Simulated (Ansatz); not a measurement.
Geometry optimisation, UKS PBE/def2-SVP in Ansatz.

input.yaml

```yaml
crystal:
  periodic: [false, false, false]
  atoms:
    - { symbol: Ge, position_ang: [0.0, 0.0, 0.0] }
    - { symbol: Cl, position_ang: [0.0, 0.0, 2.47] }
    - { symbol: Cl, position_ang: [2.0935, 0.0, -0.7393] }
    - { symbol: Cl, position_ang: [-1.0456, 1.8115, -0.7393] }
    - { symbol: H, position_ang: [-0.73, -1.2648, -0.5162] }
    - { symbol: Si, position_ang: [0.0, 0.0, 4.9] }
    - { symbol: H, position_ang: [-0.7436, -1.1581, 5.3874] }
    - { symbol: H, position_ang: [1.3747, -0.0649, 5.3874] }
    - { symbol: H, position_ang: [-0.6311, 1.223, 5.3874] }
magnetization:
  spin_polarized: true
  initial_magnetization: 1
basis:
  gaussian: { orbitals: def2-SVP }
hamiltonian:
  xc: pbe
relax:
  f_tol: 0.15
  max_steps: 25
  restrain:
    - { distance: [1, 5], at: 2.13, k: 30.0 }
    - { distance: [0, 1], at: 3.42, k: 30.0 }
```

Run as:

```bash
$ ansatz run input.yaml --threads 4 --pin off --max-ram 5120MiB --backend cpu --events-out ev --progress --plain --runs-dir out
```

Question: Where does it end, and by what steps?

Answer: It converged. The restraints hold the end off the free minimum; the threshold counts their pulls, which the force column leaves out. Restrained pairs: Cl2–Si6 (2.43 → 2.12 Å), Ge1–Cl2 (2.47 → 3.42 Å). After 5 steps the energy has fallen by 0.619 eV (the restraints' own energy left out); Cl2 moved furthest, 0.59 Å.

```json
{"step": "0", "energy less start (eV)": "0.0000", "largest force component (eV/Å)": "1.057", "accepted": "yes"}
{"step": "1", "energy less start (eV)": "-0.2235", "largest force component (eV/Å)": "1.310", "accepted": "yes"}
{"step": "2", "energy less start (eV)": "-0.1530", "largest force component (eV/Å)": "2.032", "accepted": "yes"}
{"step": "3", "energy less start (eV)": "-0.3897", "largest force component (eV/Å)": "1.435", "accepted": "yes"}
{"step": "4", "energy less start (eV)": "-0.5864", "largest force component (eV/Å)": "0.470", "accepted": "yes"}
{"step": "5", "energy less start (eV)": "-0.6191", "largest force component (eV/Å)": "0.402", "accepted": "yes"}
```

```xyz
9
Properties=species:S:1:pos:R:3
Ge 0.005 0.007 -0.360
Cl -0.011 -0.019 3.059
Cl 2.062 0.005 -1.129
Cl -1.025 1.788 -1.129
H -0.713 -1.236 -1.043
Si -0.001 -0.002 5.177
H -0.767 -1.195 5.666
H 1.421 -0.066 5.649
H -0.651 1.264 5.648
```

Run time: 13 s on 4 threads of Arm Neoverse V2, with other jobs on the host, peak memory 0.22 GiB.
